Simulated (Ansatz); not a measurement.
Reaction (SMILES): [NH]B(N)N → [NH-]B(N)N (an electron is taken up)
Structures are relaxed separately at B3LYP-D3(BJ)/def2-TZVP in Ansatz (a quantum-chemistry and plane-wave program), one conformer each, not searched for the lowest.

Quantity: adiabatic electron affinity (electronic energy difference), positive where the reaction releases energy, in eV. Correlated levels leave the core frozen unless marked. Open shells are spin-unrestricted. No spin-orbit coupling. No relativistic terms. Anions need diffuse functions: aug- sets have them; def2-D sets add few; the other sets have none. CBS(X,Y): correlation extrapolated as X^-3; Hartree-Fock from the larger set. The bracket is a focal-point correction in the basis named.

```tsv
level	program	adiabatic electron affinity (eV)
HF/cc-pVQZ	Ansatz	-0.35
PBE0/6-31G*	Ansatz	0.56
PBE0-D3(BJ)/def2-TZVP	Ansatz + dftd3	1.15
BHLYP/def2-TZVPD	Ansatz	1.04
```

Task: What does RI-MP2/CBS(aug-cc-pVTZ,aug-cc-pVQZ)+[CCSD(T)-MP2]/aug-cc-pVTZ (Ansatz) give?

Result: 1.63 eV, so BHLYP/def2-TZVPD differs from it by -0.59 eV.
